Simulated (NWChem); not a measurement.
Molecule: MgCl2; SMILES [Cl][Mg][Cl]

```xyz
3

Mg     0.0000     0.0000     0.0419
Cl     2.1930     0.0000     0.0421
Cl    -2.1930     0.0000     0.0421
```
Atoms are numbered in this order, from 1.

All runs: NWChem. Pople sets run with spherical d functions. Geometry: optimised at PBE0/def2-SVP. Static field.

| level | basis functions | isotropic polarisability (bohr³) | anisotropy (bohr³) |
|---|---|---|---|
| Hartree-Fock/6-31G* | 54 | 32.7 | 21.6 |
| Hartree-Fock/6-31+G* | 66 | 35.0 | 22.3 |
| Hartree-Fock/def2-SVP | 54 | (withheld) | 14.4 |
| Hartree-Fock/def2-SVPD | 75 | 43.4 | 11.9 |
| Hartree-Fock/def2-TZVP | 106 | 38.6 | 15.5 |
| Hartree-Fock/aug-cc-pVDZ | 81 | 42.5 | 14.1 |
| Hartree-Fock/Sadlej pVTZ | 96 | 44.8 | 13.1 |
| Hartree-Fock/def2-TZVPD | 127 | 44.7 | 13.1 |
| Hartree-Fock/aug-cc-pVTZ | 150 | 44.3 | 13.2 |

Task: Some entries are withheld; supply them.

Result: 
- Hartree-Fock/def2-SVP, isotropic polarisability (bohr³): 31.6
